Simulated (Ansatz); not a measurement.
Mulliken charges of `CO[Si](O)(F)F` from ωB97M-V/def2-TZVPP in Ansatz (PBE0-D4/def2-TZVP geometry).

```json
{"atom": "C1", "x (Å)": "-0.498", "y (Å)": "-1.208", "z (Å)": "0.972", "charge (e)": "-0.181"}
{"atom": "O2", "x (Å)": "0.460", "y (Å)": "-0.389", "z (Å)": "0.327", "charge (e)": "-0.349"}
{"atom": "Si3", "x (Å)": "0.143", "y (Å)": "0.912", "z (Å)": "-0.566", "charge (e)": "0.914"}
{"atom": "O4", "x (Å)": "1.490", "y (Å)": "1.456", "z (Å)": "-1.260", "charge (e)": "-0.361"}
{"atom": "F5", "x (Å)": "-0.972", "y (Å)": "0.558", "z (Å)": "-1.632", "charge (e)": "-0.298"}
{"atom": "F6", "x (Å)": "-0.454", "y (Å)": "2.093", "z (Å)": "0.290", "charge (e)": "-0.295"}
{"atom": "H7", "x (Å)": "0.018", "y (Å)": "-2.089", "z (Å)": "1.354", "charge (e)": "0.126"}
{"atom": "H8", "x (Å)": "-1.279", "y (Å)": "-1.528", "z (Å)": "0.277", "charge (e)": "0.125"}
{"atom": "H9", "x (Å)": "-0.959", "y (Å)": "-0.678", "z (Å)": "1.810", "charge (e)": "0.128"}
{"atom": "H10", "x (Å)": "2.135", "y (Å)": "0.820", "z (Å)": "-1.568", "charge (e)": "0.190"}
```

Task: By hand: the dipole of these point charges (1 e Å = 4.8032 D).

Result: Σ q r = (0.071, -0.507, 0.187) e Å, of length 0.545 e Å = 2.62 D.

Task: How does the dipole of the full density compare? (An estimate is asked.)

Result: The calculation gave: (0.154, -0.513, 0.087) e Å, 2.61 D; the point charges give 1.00 times that, at 14° from its direction.

Point charges leave out the atoms' own dipoles, such as those of lone pairs, and Mulliken's split depends on the basis, so the close match here is no proof of good charges.
